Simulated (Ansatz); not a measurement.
C3H10OSi2, SMILES C[C@@H]1O[C@H]([SiH3])[SiH2]1.

Coordinates come from a PBE-D3(BJ)/def2-SVP optimisation. The structure was generated by enumeration; whether it is a known compound was not checked.

Two levels are set side by side: PBE/def2-SVPD (Ansatz, a quantum-chemistry and plane-wave program) and PBE0/def2-SVPD (Ansatz). Energy differences of separate SCF runs at the same geometry; the states with an electron removed or added have multiplicity 2 and 2. Differences are taken from unrounded values.

| quantity | PBE0 |
|---|---|
| vertical ionisation energy (eV) | 8.98 |
| vertical singlet–triplet gap (eV) | 5.49 |

### Question
What does PBE give, and how far is it from PBE0? (An estimate is asked for; the answer gives what the named calculation found.)

### Answer

| quantity | PBE | PBE minus PBE0 |
|---|---|---|
| vertical ionisation energy (eV) | 8.68 | -0.30 |
| vertical singlet–triplet gap (eV) | 5.03 | -0.46 |
